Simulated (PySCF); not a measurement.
Delta-SCF ions had no search for a lower state. 

Cartesian coordinates (Å):
```xyz
4

Cl    -1.0263     1.8441     0.0349
Ga     0.0001    -0.0002     0.0000
Cl    -1.0840    -1.8114     0.0173
Cl     2.1102    -0.0325    -0.0521
```
Charge 0, spin multiplicity 1.

**Question.** What is the computed dipole moment, vertical ionisation energy (Delta-SCF) and LUMO (r2SCAN-D4/def2-TZVP in PySCF)?

**Answer.** 
- dipole moment = 0.00 D
- vertical ionisation energy (Delta-SCF) = 11.20 eV
- LUMO = -2.62 eV
